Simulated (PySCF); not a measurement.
**Ba⁺ (barium, charge +1): M06 calculation**

Configuration: [Xe] 6p1, 2P determinant (an excited configuration). Calculation: PySCF 2.14, in aug-cc-pwCVTZ-X2C with one added diffuse shell each of s, p, d, f type (12s11p9d5f, 125 functions); scalar relativity by spin-free X2C-1e.

| Property | Result |
| --- | --- |
| Total energy | -8134.61 hartree |
| One-electron energy | -11087.65 hartree |
| Hartree (Coulomb) energy | 3153.10 hartree |
| Exchange-correlation energy | -200.06 hartree |
| ⟨S²⟩ | 0.7502 |
| ⟨L²⟩ | 2.020 |
| Sum of ⟨r⟩ | 39.56 bohr |
| Sum of ⟨r²⟩ | 76.54 bohr² |
| Traceless quadrupole moment −½Σ⟨3z² − r²⟩ along its main axis | -13.8 e·bohr² |
| Langevin diamagnetic susceptibility | -60.6 ×10⁻⁶ cm³/mol |
| Time after the integrals | about 5 core-seconds |

| shell | electrons | mean orbital energy (eV) | spread (eV) | rms radius, mean of both spins (bohr) |
| --- | --- | --- | --- | --- |
| 1s α | 1 | -37298.7 | 0 | 0.0292 |
| 1s β | 1 | -37298.7 | 0 | 0.0292 |
| 2s α | 1 | -5937.5 | 0 | 0.119 |
| 2s β | 1 | -5937.5 | 0 | 0.119 |
| 2p α | 3 | -5325.7 | 0.006 | 0.106 |
| 2p β | 3 | -5325.7 | 0.017 | 0.106 |
| 3s α | 1 | -1273.4 | 0 | 0.311 |
| 3s β | 1 | -1273.4 | 0 | 0.311 |
| 3p α | 3 | -1075.0 | 0.028 | 0.311 |
| 3p β | 3 | -1075.0 | 0.038 | 0.311 |
| 3d α | 5 | -785.47 | 0.028 | 0.289 |
| 3d β | 5 | -785.47 | 0.034 | 0.289 |
| 4s α | 1 | -260.88 | 0 | 0.714 |
| 4s β | 1 | -260.87 | 0 | 0.714 |
| 4p α | 3 | -196.03 | 0.058 | 0.761 |
| 4p β | 3 | -196.02 | 0.076 | 0.761 |
| 4d α | 5 | -100.73 | 0.072 | 0.860 |
| 4d β | 5 | -100.72 | 0.081 | 0.860 |
| 5s α | 1 | -42.732 | 0 | 1.74 |
| 5s β | 1 | -42.672 | 0 | 1.74 |
| 5p α | 3 | -26.888 | 0.169 | 2.02 |
| 5p β | 3 | -26.837 | 0.259 | 2.02 |
| 6p α | 1 | -6.096 | 0 | 5.68 |

Spin-orbit coupling, absent here, splits the open shell strongly.

Densities and radii are taken from the X2C orbitals without a picture-change correction, which distorts them close to the nucleus.
